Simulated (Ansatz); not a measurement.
All values below come from frozen-core CCSD(T)/aug-cc-pVTZ // PBE-D3(BJ)/def2-TZVPD run with Ansatz (an electronic-structure program).

Ansatz 0.2 input:
```yaml
crystal:
  periodic: [false, false, false]
  atoms:
    - { symbol: C, position_ang: [-0.659415, -0.061145, -0.048598] }
    - { symbol: C, position_ang: [0.897677, 0.056869, 0.06502] }
    - { symbol: O, position_ang: [1.53574, -1.030159, 0.156284] }
    - { symbol: O, position_ang: [1.342134, 1.24036, 0.054324] }
    - { symbol: H, position_ang: [-0.997833, 0.4183, -0.981913] }
    - { symbol: H, position_ang: [-0.993339, -1.109509, -0.033352] }
    - { symbol: H, position_ang: [-1.13214, 0.486728, 0.7832] }
basis:
  gaussian: { orbitals: aug-cc-pVTZ }
correlation:
  method: ccsd_t
total_charge: -1
```

Output:

```
Functional definition: HF
1483 factors; integrals over basis functions are off by at most 1.1e-3 eV
mean field evaluation 1: about -6182.9619 eV, gradient 3.7e1 eV
mean field evaluation 2: about -6182.9622 eV, gradient 3.7e1 eV
mean field evaluation 4: about -6185.8278 eV, gradient 3.8e0 eV
mean field evaluation 8: about -6185.8795 eV, gradient 4.9e-4 eV
mean field evaluation 16: about -6185.8789 eV, gradient 2.7e-1 eV
mean field -6185.87949311 eV, -227.3268784319 hartree, gradient 3.5e-6 eV, S^2 0.000000; 0 other end points of the search recorded, 0 dependent functions left out
4 core orbitals not correlated
reference -6185.87949311 eV, -227.3268784319 hartree; 12, 12 occupied and 237, 237 virtual orbitals, 1483 factors
second order -22.68295978 eV of doubles, -0.00000000 eV of singles
cycle   1  -22.08007514 eV  change    6.0e-1 eV  update   1.3e-1
cycle   2  -22.69942047 eV  change   -6.2e-1 eV  update   4.4e-2
cycle   3  -22.85712524 eV  change   -1.6e-1 eV  update   2.2e-2
cycle   4  -22.84219093 eV  change    1.5e-2 eV  update   6.7e-3
cycle   5  -22.83430858 eV  change    7.9e-3 eV  update   3.7e-3
cycle   6  -22.83569948 eV  change   -1.4e-3 eV  update   1.4e-3
cycle   7  -22.83606816 eV  change   -3.7e-4 eV  update   5.9e-4
cycle   8  -22.83576098 eV  change    3.1e-4 eV  update   2.9e-4
cycle   9  -22.83567775 eV  change    8.3e-5 eV  update   9.8e-5
cycle  10  -22.83577782 eV  change   -1.0e-4 eV  update   4.8e-5
cycle  11  -22.83575107 eV  change    2.7e-5 eV  update   2.2e-5
cycle  12  -22.83573085 eV  change    2.0e-5 eV  update   8.3e-6
perturbative correction -1.06533878 eV, -0.0391504781 hartree
Total energy: -6209.78056274 eV, -228.2052265403 hartree
```

Cost: very roughly 27 core-minutes.
